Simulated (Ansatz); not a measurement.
NiCl₂, relaxed as a singlet with RKS PBE0-D4/def2-TZVP in Ansatz, starting from the GFN2-xTB geometry. Force threshold 0.02 eV/Å.

The restricted singlet is unstable: a solution with broken spin symmetry lies lower. The relaxation made no stability test and no search for a lower SCF solution. At PBE0-D4/def2-TZVP a triplet of charge 0 lies 1.50 eV below the restricted singlet, each at its own geometry. The structure comes from a short search, and lower isomers may exist.

Start:

```xyz
3

Ni    0.047    0.625   -0.537
Cl    0.565    0.552    1.328
Cl   -0.612   -1.177   -0.792
```

**Question.** Estimate the energy that the relaxation releases and the steps that it takes.

**Answer.** 5.4 kcal/mol, in 4 steps; 9 s on 4 threads of Arm Neoverse N1 on a shared host. No frequencies were taken in this run, so the end may be a saddle point.

**Question.** Does the start keep its bonding and symmetry?

**Answer.** By distances, no bond broke or formed. The bond that changes most is Ni1–Cl3, from 1.94 to 2.03 Å (atoms count from 1). Point group C2v at the start, C2v at the end, both within 0.05 Å.

**Question.** Predict the relaxed structure.

**Answer.** 
Cartesian coordinates in Å:
```
Ni 0.042 0.556 -0.477
Cl 0.651 0.709 1.448
Cl -0.693 -1.266 -0.971
```
Bond lengths: 2 × Cl–Ni 2.03 Å.
